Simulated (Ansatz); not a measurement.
Harmonic frequencies (cm⁻¹) at PBE0-D4/def2-TZVP from Ansatz: 302, 374, 748, 751, 2408, 2409.

(1) Which molecule is it?
A. `[SeH][SeH]`
B. `FC[S][AlH][F]`
C. `FC1=C(F)[SiH2]1`
D. `FC1=CC1Cl`

Answers

(1) A.
